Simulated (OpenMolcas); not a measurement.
**Levels of neutral platinum by method**

* Program: OpenMolcas 26.06
* Basis: ANO-R2 [8s6p5d3f1g]
* Scalar Hamiltonian: X2C, finite nucleus
* Active space: 10 electrons in 6 orbitals (5d 6s)
* State averaging: 2S+1 = 3 even, 15 roots; 2S+1 = 1 even, 20 roots kept (CI in the orbitals of an earlier block)
* Spin-orbit coupling: state interaction with AMFI integrals over the reference wave functions, term energies averaged over their components

Methods on the same reference wave functions:
A. CASSCF
B. SS-CASPT2, IPEA 0.25 Eh, imaginary shift 0.1 Eh (closed shells correlated: 5s 5p)
C. MS-CASPT2, IPEA 0.25 Eh, imaginary shift 0.1 Eh (closed shells correlated: 5s 5p)

Energies in cm-1 above 5d9 6s 3D3, the measured ground level; measured values from NIST Handbook of Basic Atomic Spectroscopic Data.

```json
{"Level": "5d8 6s2 3F4", "A": "-1858", "B": "-1938", "C": "-1938", "Measured": "824"}
{"Level": "5d9 6s 3D3", "A": "0.0", "B": "0.0", "C": "0.0", "Measured": "0.0"}
{"Level": "5d9 6s 1D2 [60 %]", "A": "558", "B": "-545", "C": "-514", "Measured": "776"}
{"Level": "5d8 6s2 3F3", "A": "7353", "B": "7370", "C": "7370", "Measured": "10117"}
{"Level": "5d9 6s 3D1", "A": "10562", "B": "10560", "C": "10560", "Measured": "10132"}
{"Level": "5d8 6s2 3P0 [71 %]", "A": "19368", "B": "19650", "C": "19650", "Measured": ""}
{"Level": "5d8 6s2 3P1", "A": "19588", "B": "16420", "C": "16420", "Measured": "18567"}
{"Level": "5d8 6s2 1G4", "A": "22339", "B": "19730", "C": "19730", "Measured": "21967"}
{"Level": "5d8 6s2 1D2 [60 %]", "A": "26655", "B": "23870", "C": "24280", "Measured": "26639"}
{"Level": "5d10 1S0 [71 %]", "A": "27437", "B": "6590", "C": "6590", "Measured": "6140"}
```

A puts 5d8 6s2 3F4 lowest. B puts 5d8 6s2 3F4 lowest. C puts 5d8 6s2 3F4 lowest.

Deviations, from unrounded energies. A percentage is the sum of absolute deviations over the sum of measured energies, with the sign that they share, or ± where signs differ.

```json
{"Against measurement": "mean absolute deviation (cm-1)", "Levels": "8", "A": "3600", "B": "1900", "C": "1800"}
{"Against measurement": "fine structure of the ground term (%)", "Levels": "1", "A": "+4.2", "B": "+4.2", "C": "+4.2"}
{"Against measurement": "other terms of the ground configuration (%)", "Levels": "1", "A": "-28.1", "B": "-170.3", "C": "-166.3"}
{"Against measurement": "other configurations (%)", "Levels": "6", "A": "±33.4", "B": "±15.6", "C": "±15.1"}
```

B, C lie about equally close to measurement and A furthest from it. The largest miss of C in the table is 5d8 6s2 3F4, by -2800 cm-1. The ranking rests on the paired levels alone, and a cruder setting can come out closer through cancelling errors.

Between B and C the level of the table that moves most is 5d8 6s2 1D2 [60 %], by 410 cm-1 (lowest in B, highest in C). Moves below CASPT2's spread within the term are not significant.

The mean deviations of B to C differ by less than CASPT2's widest spread within a term (970 cm-1), so their order carries little weight.

The lowest spin-free term lies below A's lowest term by 0.575 hartree in B, 0.576 hartree in C.

Term energies are means over components that CASPT2 splits; among the terms shown or strongly mixed into the levels shown the widest spread is 970 cm-1 (5d8 6s2 1G, C). Terms from blocks run as CI alone lack orbitals of their own. The lowest computed level is not the ground level that NIST lists (3D3). Configurations are named by rounded mean occupations; where the s occupation lies near a half they are strongly mixed, a name can repeat and a true partner stay unpaired. A single d shell beside an s shell can misplace configurations of different d count against each other. The lowest spin-free term belongs to 5d9 6s, not to the configuration of the lowest level. Without dynamic correlation excited terms often stand tens of per cent too high (terms of higher spin than the ground term too low), and those without a measured partner can miss by more than the paired ones (holds for A). Some levels mix across a computed gap that differs much from the measured one, so their mixing is not that of the real levels (holds for A). The CASPT2 spread within a term exceeds the gap to the next term for 5d8 6s2 1D and 5d8 6s2 1G, so the order of their levels is uncertain (holds for C). Computed and measured levels are paired by configuration, term and J; levels that our copy of the source lacks, or whose pairing is in doubt (as where it misses far off the trend of its configuration), stay unpaired and out of the deviations. Only configurations of the active space appear. Levels that lie high or do not pair safely by name in every column are left out.

A share in square brackets marks a mixed level and gives the weight of the term that names it, the lowest over the columns.
